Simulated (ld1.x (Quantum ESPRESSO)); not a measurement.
## Before and after: RRKJ potential for Fe

```
Element                 : iron
Generator               : ld1.x (Quantum ESPRESSO) 7.5
Type                    : norm-conserving RRKJ (Kleinman–Bylander form)
Functional              : PBEsol
Relativity              : fully relativistic
Frozen core             : [Ne]
Valence charge          : 16
Reference configuration : 3s2 3p6 3d5 4s0 4p0 (charge +3)
Partial waves           : 3s (bound): rc 1.10 bohr; 3p (bound): rc 1.40 bohr; 3d (bound): rc 1.15 bohr
Local potential         : the d channel
Core correction         : none
rho0                    : 0.02
```

Open shells are filled in proportion to 2j + 1 (rel_dist='average').

Change: wave 3s (bound): rc 1.10 bohr becomes 3s (bound): rc 1.18 bohr.

Cutoffs: the cutoffs (Ry, on a coarse ladder) from which the occupation-weighted sum of valence levels, in a spherical-Bessel basis at the reference potential, stays within 10 and 1 mRy of its value at 400 Ry; they do not see the model core or the augmentation charge, which bear on the density cutoff. Errors are all-electron minus pseudo energies relative to the spin-unpolarised reference configuration.

Problem. How do hardness, ghosts and transferability respond?

Solution. The potential gets neither clearly harder nor softer (160 Ry and 230 Ry → 160 Ry and 230 Ry); of the 7 tests that both files solve, the error grows in 6 and shrinks in 0 by more than 15 % and 0.3 meV (median size 54.5 → 98.1 meV); neither file shows a bound ghost. More of the atom is replaced by a form fitted at one configuration, so other configurations suffer. In the base the local d channel has no projectors, so it cannot carry the spin–orbit splitting, and the file is wrong for that shell. In the changed file the local d channel has no projectors, so it cannot carry the spin–orbit splitting, and the file is wrong for that shell.

```csv
quantity,base,changed
"cutoff, loose",160 Ry,160 Ry
"cutoff, tight",230 Ry,230 Ry
bound ghosts,none,none
"largest miss of a reference level, eV",0.11,0.11
"error for 3s2 3p6 3d6 4s2 4p0, meV [ΔE -59.05 eV]",-80,-120
"error for 3s2 3p6 3d6 4s1 4p0, meV [ΔE -50.30 eV]",-54,-81
"error for 3s2 3p6 3d6 4s0 4p0, meV [ΔE -34.19 eV]",-11,-11
"error for 3s2 3p6 3d6.5 4s1.5 4p0, meV [ΔE -59.78 eV]",-72,-98
"error for 3s2 3p6 3d4 4s0 4p0, meV [ΔE 53.05 eV]",-0.1,-0.7
"error for 3s2 3p5 3d6 4s2 4p0, meV [ΔE 8.53 eV]",-35,-112
"error for 3s1 3p6 3d6 4s2 4p0, meV [ΔE 42.58 eV]",-59,-134
s: phases at 1.55 bohr within 0.05 rad from the reference energy up to (Ry; the scan ends near 5),-0.2,0.4
p1/2: phases at 1.55 bohr within 0.05 rad from the reference energy up to (Ry; the scan ends near 5),-0.0,-0.0
p3/2: phases at 1.55 bohr within 0.05 rad from the reference energy up to (Ry; the scan ends near 5),0.1,0.1
d3/2: phases at 1.55 bohr within 0.05 rad from the reference energy up to (Ry; the scan ends near 5),1.6,1.6
d5/2: phases at 1.55 bohr within 0.05 rad from the reference energy up to (Ry; the scan ends near 5),1.7,1.7
```
